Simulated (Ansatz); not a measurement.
Consider the cleavage of the Si–Si bond: `[SiH3][SiH2][SiH3]` + `[NH2][AlH][OH]` → `[NH2][AlH][O][SiH2][SiH3]` + SiH₄.

Calculated with Ansatz (gas phase, PBE0-D4/def2-TZVP geometries, no zero-point term in ΔE). CBS: MP2 limit from def2 TZ/QZ plus the TZ coupled-cluster correction, frozen cores. This one scheme is used for every species. Functionals use def2-TZVPP. B3LYP here is the variant with VWN-RPA as its local correlation; programs differ in this. One conformer a species, not always the lowest.

```json
{"level": "PBE-D4", "ΔE (kcal/mol)": "-17.6", "difference from CCSD(T)/CBS": "5.4"}
{"level": "r2SCAN-D4", "ΔE (kcal/mol)": "-21.7", "difference from CCSD(T)/CBS": "1.3"}
{"level": "PBE0-D4", "ΔE (kcal/mol)": "-19.3", "difference from CCSD(T)/CBS": "3.7"}
{"level": "B3LYP-D4", "ΔE (kcal/mol)": "-24.0", "difference from CCSD(T)/CBS": "-1.0"}
{"level": "ωB97X-V", "ΔE (kcal/mol)": "-23.0", "difference from CCSD(T)/CBS": "0.0"}
{"level": "ωB97M-V", "ΔE (kcal/mol)": "-23.9", "difference from CCSD(T)/CBS": "-0.9"}
{"level": "B2PLYP", "ΔE (kcal/mol)": "-24.2", "difference from CCSD(T)/CBS": "-1.2"}
{"level": "PBE", "ΔE (kcal/mol)": "-17.1", "difference from CCSD(T)/CBS": "5.9"}
{"level": "r2SCAN", "ΔE (kcal/mol)": "-21.5", "difference from CCSD(T)/CBS": "1.5"}
{"level": "HF/def2-TZVPP", "ΔE (kcal/mol)": "-29.5", "difference from CCSD(T)/CBS": "-6.5"}
{"level": "MP2/def2-TZVPP", "ΔE (kcal/mol)": "-24.4", "difference from CCSD(T)/CBS": "-1.4"}
{"level": "CCSD/def2-TZVPP", "ΔE (kcal/mol)": "-24.1", "difference from CCSD(T)/CBS": "-1.1"}
{"level": "CCSD(T)/def2-TZVPP", "ΔE (kcal/mol)": "-23.4", "difference from CCSD(T)/CBS": "-0.4"}
{"level": "HF/def2-QZVPP", "ΔE (kcal/mol)": "-30.0", "difference from CCSD(T)/CBS": "-7.0"}
{"level": "HF/CBS(def2)", "ΔE (kcal/mol)": "-30.1", "difference from CCSD(T)/CBS": "-7.1"}
{"level": "CCSD/CBS(def2)", "ΔE (kcal/mol)": "-23.7", "difference from CCSD(T)/CBS": "-0.7"}
{"level": "CCSD(T)/CBS", "ΔE (kcal/mol)": "-23.0", "difference from CCSD(T)/CBS": "0"}
```

Largest T1 diagnostic among the species: 0.013.

In def2-TZVPP, CCSD(T) changes the Hartree–Fock value by +6.1 kcal/mol (the triples alone add +0.8 kcal/mol) and MP2 by +5.1 kcal/mol. From PBE to PBE0 (25 % exact exchange), in def2-TZVPP and without D4, ΔE moves by −1.7 kcal/mol.
